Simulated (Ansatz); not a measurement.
`[NH]=[Ta]([NH2])([NH2])[OH]` + `C[O][Ga]([NH2])[Cl]` → `[NH]=[Ta]([NH2])([NH2])[NH2]` + `C[O][Ga]([OH])[Cl]`  (redistribution)

Isolated molecules relaxed with PBE0-D4/def2-TZVP in Ansatz; ΔE leaves out vibrations. CCSD(T)/CBS is the MP2 limit (def2-TZVPP, def2-QZVPP) plus CCSD(T) − MP2 in def2-TZVPP, frozen cores. DFT in def2-TZVPP. B3LYP here is the variant with VWN-RPA as its local correlation; programs differ in this. def2 core potentials past Kr. For Ga, Ta outer-core shells are correlated without core-valence functions, which leaves a few kJ/mol of doubt a bond. Scalar relativity is left out up to krypton. Each species was taken in one conformer, which may not be the lowest.

`[NH]=[Ta]([NH2])([NH2])[OH]`:

```xyz
11

N    -0.577   -0.814    1.555
Ta   -0.073    0.155    0.162
N    -1.223   -0.427   -1.358
N     1.852   -0.269   -0.135
O    -0.259    2.054    0.385
H    -0.887   -1.273    2.393
H    -1.893   -1.179   -1.326
H    -1.179   -0.042   -2.290
H     2.426    0.143   -0.856
H     2.381   -0.959    0.374
H    -0.569    2.613    1.094
```

`C[O][Ga]([NH2])[Cl]`:

Z-matrix (Å, degrees):
```
C
O 1 1.408
H 1 1.096 2 113.2
H 1 1.095 2 109.6 3 -120.7
H 1 1.095 2 109.6 3 120.7
Ga 2 1.767 1 124.2 3 -0.5
Cl 6 2.139 2 118.5 1 0.2
N 6 1.798 2 120.5 1 -176.6
H 8 1.006 6 121.0 2 -15.6
H 8 1.005 6 121.0 2 -167.4
```

`[NH]=[Ta]([NH2])([NH2])[NH2]`:

Cartesian coordinates in Å:
```
N 0.510 1.884 -0.127
Ta 0.048 0.177 -0.012
N -1.906 0.009 -0.397
N 0.441 -0.476 1.836
N 1.104 -0.867 -1.349
H 0.771 2.852 -0.193
H -2.494 -0.725 -0.029
H -2.481 0.728 -0.809
H 0.652 -1.437 2.064
H 0.649 0.113 2.628
H 0.790 -1.730 -1.770
H 1.916 -0.527 -1.841
```

`C[O][Ga]([OH])[Cl]`:

Cartesian coordinates in Å:
```
C -0.515 -1.358 0.657
O 0.497 -0.454 0.275
Ga 0.195 1.082 -0.542
O 1.552 2.130 -0.967
Cl -1.781 1.686 -1.021
H -1.521 -1.018 0.384
H -0.486 -1.502 1.741
H -0.340 -2.325 0.176
H 2.398 1.759 -0.704
```

**Question.** Is it downhill or uphill in electronic energy at CCSD(T)/CBS, and by how much? (An estimate is asked.)

**Answer.** Ansatz gave: Uphill: ΔE = +0.49 eV.

**Question.** What do these levels give: ωB97X-V, ωB97M-V, B2PLYP, PBE, r2SCAN, B3LYP, HF/def2-TZVPP, MP2/def2-TZVPP, SCS-MP2/def2-TZVPP, HF/def2-QZVPP, SCS-MP2/def2-QZVPP, CCSD/CBS(def2)? (Best estimate.)

**Answer.** Computed: ωB97X-V 0.51, ωB97M-V 0.50, B2PLYP 0.48, PBE 0.47, r2SCAN 0.49, B3LYP 0.50, HF/def2-TZVPP 0.53, MP2/def2-TZVPP 0.46, SCS-MP2/def2-TZVPP 0.46, HF/def2-QZVPP 0.52, SCS-MP2/def2-QZVPP 0.47, CCSD/CBS(def2) 0.51 eV.

Largest T1 diagnostic among the species: 0.018.

In def2-TZVPP, CCSD(T) changes the Hartree–Fock value by −0.07 eV (the triples alone add −0.02 eV) and MP2 by −0.07 eV.
